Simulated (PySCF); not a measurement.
C₆ coefficients of unlike pairs at PBE

Calculated with PySCF 2.14 from the dipole response of each species, C₆(A,B) = (3/π) ∫ α_A(iu) α_B(iu) du, in atomic units, from isotropic polarisabilities. For ions this is the dispersion term alone; charge-induced terms of lower order in 1/R come first.

| species | configuration | basis | relativity | α (bohr³) | C₆ (like pair) |
| --- | --- | --- | --- | --- | --- |
| C | [He] 2s2 2p2 (3P) | x2c-TZVPPall with one added diffuse shell each of s, p, d type (6s4p3d1f) | spin-free X2C | 13.35 | 54.42 |
| As | [Ar] 3d10 4s2 4p3 (4S) | dyall-av2z (16s12p8d) | none | 32.14 | 278.1 |
| W³⁺ | [Xe] 4f14 5d3 (4F) | aug-cc-pwCVTZ-PP with ECP60MDF (8s8p7d4f3g) | core potential | 7.626 | 37.51 |
| Sb | [Kr] 4d10 5s2 5p3 (4S) | x2c-QZVPPall with one added diffuse shell each of s, p, d, f type (14s10p8d5f1g) | spin-free X2C | 47.98 | 530.4 |

Problem. Estimate C₆ for Sb with C.

Solution. The integral gives 168.7. The combination rule 2 C_A C_B / (C_A α_B/α_A + C_B α_A/α_B) gives 168.2 and the geometric mean 169.9.

No spin-orbit coupling is included.

The other pairs:

```tsv
pair	C₆
Sb, W³⁺	126.9
W³⁺, As	92.32
W³⁺, C	42.14
As, C	122.7
Sb, As	383.0
```
